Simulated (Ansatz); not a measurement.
Molecule (SMILES): [F][Ga] (F-Ga) (closed-shell singlet).
Atoms: Ga1, F2. Bonds: Ga1-F2.

Basis-set convergence of the optimised Ga1-F2 bond length at MP2 with Ansatz (an electronic-structure program). The reference of a correlated method is not its basis-set limit, which lies further on. Cartesian d functions, on some or all atoms, in 3-21G; all else is spherical. Cores are frozen (with 3d on Ga to Br). No added dispersion term, no relativity. Reference: the value in pcseg-4, 1.7933 Å, itself unsure by roughly 0.0024 Å (its mean distance from aug-pcseg-3, aug-cc-pVQZ, cc-pV5Z). Deviations are taken from unrounded values. Cost is core time over that of def2-TZVPP, rough, on shared machines of one kind; a dash marks a row that isn't timed (too short, read off another run, short of memory, by another algorithm or on other hardware). It counts the whole optimisation.

```tsv
basis	functions	optimised Ga1-F2 bond length (Å)	minus reference (Å)	cost
3-21G	32	1.7143	-0.0791	-
cc-pVDZ	41	1.7960	0.0026	-
pcseg-1	41	1.8158	0.0225	-
def2-TZVPP	79	1.7944	0.0010	1×
def2-TZVPPD	94	1.8004	0.0071	2×
cc-pVQZ	123	1.7924	-0.0010	4×
pcseg-3	128	1.7953	0.0019	4×
aug-cc-pVQZ	173	1.7970	0.0036	10×
pcseg-4	212	1.7933	0.0000	10×
```
